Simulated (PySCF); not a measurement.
# Radial density of Br⁺ (bromine, charge +1)

UHF, [Ar] 3d10 4s2 4p4, high-spin 3P determinant. Computed with PySCF 2.14 in def2-QZVPPD (12s8p5d4f1g, 98 functions), with the non-relativistic Hamiltonian (point nucleus).

```
r (bohr)  4πr²ρ (e/bohr)  4πr²(ρα − ρβ)
0.000661          0.1551         0.0000
 0.00111          0.4252         0.0000
 0.00187           1.141         0.0000
 0.00315           2.952         0.0000
 0.00529           7.188         0.0000
 0.00890           15.81         0.0001
  0.0150           29.36         0.0010
  0.0252           41.45         0.0062
  0.0424           40.12         0.0274
  0.0712           35.87         0.0771
   0.120           49.77         0.0846
   0.202           39.02        -0.0144
   0.339           30.05         0.1702
   0.570           30.44         0.0765
   0.959           8.023         0.3170
    1.61           4.198         1.2951
    2.71           1.250         0.4655
    4.57         0.04428         0.0146
    7.68       7.779e-05         0.0000
```

Where is the radial spin density 4πr²(ρα − ρβ) most negative, and why is it negative at all?

Around r = 0.202 bohr, down to -0.0144 e/bohr: exchange with the open shell polarises the paired shells in an unrestricted calculation.
